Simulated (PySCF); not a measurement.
Geometries of 2 isomers of C5H10Si, from PBE0-D3(BJ)/def2-SVP geometry optimisation, gas phase in PySCF. One conformer each, no zero-point energy, no frequencies.

Problem. Which is lower in electronic energy at this level?
A.
```xyz
16
angstrom
C      0.982   -0.869    1.861
C      0.696    0.400    1.542
C      0.180    0.884    0.257
C     -0.036    2.203    0.093
C     -0.124   -0.106   -0.831
Si    -1.816   -0.940   -0.642
H      1.368   -1.125    2.850
H      0.842   -1.695    1.160
H      0.859    1.179    2.295
H     -0.416    2.607   -0.849
H      0.161    2.911    0.902
H     -0.132    0.397   -1.811
H      0.650   -0.889   -0.886
H     -2.888    0.101   -0.633
H     -1.908   -1.739    0.616
H     -2.044   -1.855   -1.805
```
B.
```xyz
16
angstrom
C      2.126   -0.673    0.316
C      2.157    0.732   -0.183
C      0.897    0.196    0.456
Si    -0.620   -0.130   -0.561
C     -2.180   -0.787    0.201
C     -2.234    0.709   -0.191
H      2.109   -1.484   -0.419
H      2.681   -0.915    1.227
H      2.161    0.898   -1.265
H      2.735    1.471    0.379
H      0.690    0.561    1.469
H     -0.311   -0.493   -1.972
H     -2.823   -1.466   -0.370
H     -2.198   -1.010    1.275
H     -2.283    1.425    0.638
H     -2.915    0.977   -1.007
```

Solution. A. That is `C=CC(=C)C[SiH3]`, 7.1 kcal/mol below the other.

```csv
SMILES,atoms numbered as above,E (Eh),relative (kcal/mol),relative (kJ/mol),dipole (D)
C=CC(=C)C[SiH3],[CH2:1]=[CH:2][C:3](=[CH2:4])[CH2:5][SiH3:6],-485.40906,0.0,0.0,0.51
C1CC1[SiH]1CC1,[CH2:1]1[CH2:2][CH:3]1[SiH:4]1[CH2:5][CH2:6]1,-485.39779,7.1,29.6,0.96
```

As drawn, the lower has a C=C bond outside aromatic rings, which the higher lacks; the higher has a three-membered ring, which the lower lacks.
